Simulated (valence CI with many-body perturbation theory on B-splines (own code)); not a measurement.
**Xe3+: electric-dipole lines**

Method: valence CI with perturbative core correlation (CI+MBPT): five valence electrons over a frozen Dirac-Fock core [Kr] 4d10, radial functions for each j: 11 s, 11 p, 10 d, 8 f, 5 g, 2 h, with the one-electron correlation potential Σ1 (screened to all orders), the two-electron term Σ2, the three-electron term Σ3, Breit, model QED; selected single and double excitations, second order for the rest, scaled by the run's own slope (own B-spline code, finite nucleus).

Set against measurement, 60 paired levels are off by 338 cm⁻¹ on average, the worst by 1240. These come from a selection out of Saloman, J. Phys. Chem. Ref. Data 33, 765 (2004). Levels without a partner in it may be off by more. Among the levels kept, up to 2500 cm⁻¹ of a level comes from second order outside the variational space, and about a tenth of that is noise between levels of different J, which matters for small intervals. 9 measured levels below the end of the list, from 133027 cm⁻¹ on, found no clear computed partner, and computed levels of the same name lie up to 50070 cm⁻¹ from them.

Lines 301 to 350 of 600 in falling wavelength, among levels below 31.468 eV, chosen from the strongest by gf and those to the six lowest levels. Wavelengths and rates use the calculated energies, so an error of 300 cm⁻¹ moves a line at 1911 Å by 0.57 % and its rate by three times that or more. Electric multipoles are in the length gauge, E1 and E2 with the static RPA response of the core. Weak lines are less certain than strong ones. Lines between different terms over intervals too small for the method are left out, as are lines whose strength nearly cancels. Where a level lies close to another of its J and parity, the split of strength between their lines is uncertain. The highest levels of a list are the least certain.

Names give the largest LS component (configuration and term), which can be under half, so a name can repeat, a term be missing and a line seem to break the LS rules; names also repeat where a configuration has a term twice. Letters in brackets count levels of one name in rising energy.

```tsv
λ vac (Å)	λ from measured levels	Upper	Lower	A (s⁻¹)	S (a.u.)
1934		4f5s²5p² ²F°_5/2 [b]	5s²5p²5d ⁴D_7/2	6.57e+07	1.41e+00
1931		4f5s²5p² ²F°_7/2 [a]	5s²5p²5d ⁴D_7/2	5.55e+07	1.58e+00
1930		5s²5p²6d ⁴F_5/2 [a]	4f5s²5p² ⁴G°_7/2	9.79e+07	2.09e+00
1911	1949	4f5s²5p² ⁴F°_7/2	5s²5p²5d ²F_7/2 [a]	5.92e+07	1.63e+00
1908		5s²5p²6d ⁴D_3/2	4f5s²5p² ⁴D°_5/2	4.24e+07	5.81e-01
1907		5s²5p²6d ⁴F_3/2	4f5s²5p² ⁴G°_5/2	1.08e+08	1.48e+00
1901		5s²5p²6d ⁴P_1/2	5s²5p²6p ⁴D°_3/2 [b]	8.03e+07	5.45e-01
1898		5s²5p²6d ²P_3/2	4f5s²5p² ²D°_5/2 [a]	7.99e+07	1.08e+00
1885		5s²5p²6p ⁴D°_1/2	5s²5p²5d ⁴F_3/2 [a]	4.21e+08	2.78e+00
1865		4f5s²5p² ²F°_5/2 [c]	5s²5p²5d ⁴D_7/2	6.48e+07	1.24e+00
1863		5s²5p²6d ²F_5/2	4f5s²5p² ⁴D°_7/2	7.36e+07	1.41e+00
1862		4f5s²5p² ²H°_9/2	5s²5p²5d ²G_7/2	9.28e+07	2.95e+00
1860		5s²5p²6d ⁴F_7/2	4f5s²5p² ⁴G°_9/2	9.43e+07	2.40e+00
1855		5s²5p²6p ²F°_7/2	5s²5p²5d ²G_9/2	3.54e+08	8.91e+00
1847		5s²5p²6d ⁴F_9/2	4f5s²5p² ⁴G°_11/2	9.81e+07	3.05e+00
1840	1842	5s²5p²6p ⁴D°_3/2 [a]	5s²5p²5d ⁴F_5/2	4.56e+08	5.60e+00
1838		5s²5p²6d ⁴F_5/2 [b]	4f5s²5p² ²G°_7/2 [a]	7.22e+07	1.33e+00
1838		5s²5p²6d ²F_7/2 [a]	4f5s²5p² ²G°_9/2 [a]	7.69e+07	1.88e+00
1836		5s²5p²6p ⁴D°_3/2 [b]	5s²5p²5d ²F_5/2 [a]	2.34e+08	2.86e+00
1829	1828	5s²5p²6p ⁴P°_1/2	5s²5p²5d ⁴D_3/2	2.50e+08	1.51e+00
1829	1861	4f5s²5p² ²D°_5/2 [a]	5s²5p²5d ⁴F_3/2 [b]	1.35e+08	2.45e+00
1829		5s²5p²6p ⁴S°_3/2	5s²5p²5d ⁴D_1/2	5.51e+07	6.65e-01
1823		5s²5p²6d ²D_3/2	5s²5p²6p ⁴D°_3/2 [b]	4.74e+07	5.66e-01
1813		5s²5p²6p ²F°_5/2	5s²5p²5d ²G_7/2	2.25e+08	3.98e+00
1810	1853	4f5s²5p² ⁴D°_3/2	5s²5p²5d ²F_5/2 [a]	8.28e+07	9.69e-01
1806		4f5s²5p² ²D°_3/2 [a]	5s²5p²5d ⁴D_3/2	5.62e+07	6.54e-01
1801	1803	5s²5p²6p ²D°_5/2 [a]	5s²5p²5d ²F_7/2 [a]	4.14e+08	7.17e+00
1801		5s²5p²6p ⁴P°_3/2	5s²5p²5d ⁴D_5/2	1.13e+08	1.30e+00
1800	1829	4f5s²5p² ⁴F°_5/2	5s²5p²5d ²F_5/2 [a]	3.68e+07	6.35e-01
1795		4f5s²5p² ²D°_5/2 [b]	5s²5p²5d ²D_3/2 [a]	3.52e+07	6.03e-01
1793	1792	5s²5p²6p ⁴P°_1/2	5s²5p²5d ⁴D_1/2	1.98e+08	1.13e+00
1791	1822	4f5s²5p² ⁴F°_5/2	5s²5p²5d ⁴F_7/2	6.60e+07	1.12e+00
1789	1792	5s²5p²6p ⁴D°_3/2 [a]	5s²5p²5d ⁴F_3/2 [b]	4.81e+07	5.44e-01
1786	1816	4f5s²5p² ⁴F°_3/2	5s²5p²5d ²P_1/2 [a]	1.12e+08	1.26e+00
1781		5s²5p²6p ²D°_5/2 [b]	5s²5p²5d ²G_7/2	1.41e+08	2.35e+00
1781		5s²5p²6p ²P°_3/2 [c]	5s²5p²5d ²D_5/2 [b]	1.73e+08	1.93e+00
1775	1806	4f5s²5p² ⁴F°_3/2	5s²5p²5d ⁴F_5/2	6.44e+07	7.11e-01
1771		4f5s²5p² ²D°_3/2 [a]	5s²5p²5d ⁴D_1/2	4.48e+07	4.91e-01
1766		4f5s²5p² ²D°_5/2 [a]	5s²5p²5d ⁴F_3/2 [a]	3.37e+07	5.50e-01
1759	1783	4f5s²5p² ²G°_9/2 [b]	5s²5p²5d ⁴F_9/2	2.06e+07	5.53e-01
1757	1752	5s²5p²6p ²S°_1/2	5s²5p²5d ²P_1/2 [a]	1.29e+08	6.89e-01
1751	1751	5s²5p²6p ⁴D°_5/2	5s²5p²5d ²F_5/2 [a]	9.79e+07	1.56e+00
1748		4f5s²5p² ²F°_7/2 [b]	5s²5p²5d ²G_9/2	1.76e+08	3.72e+00
1748		5s²5p²6p ⁴D°_7/2	5s²5p²5d ⁴F_9/2	5.14e+08	1.08e+01
1742	1745	5s²5p²6p ⁴D°_5/2	5s²5p²5d ⁴F_7/2	5.51e+08	8.64e+00
1731	1754	4f5s²5p² ⁴D°_5/2	5s²5p²5d ⁴F_3/2 [b]	3.70e+07	5.69e-01
1723		5s²5p²6p ⁴P°_3/2	5s²5p²5d ⁴D_3/2	7.83e+07	7.92e-01
1720		5s²5p²6p ⁴D°_7/2	5s²5p²5d ²F_7/2 [a]	1.01e+08	2.03e+00
1705	1705	5s²5p²6p ²D°_5/2 [a]	5s²5p²5d ²F_5/2 [a]	4.20e+07	6.16e-01
1701	1698	5s²5p²6p ²S°_1/2	5s²5p²5d ⁴F_3/2 [b]	4.53e+08	2.20e+00
```
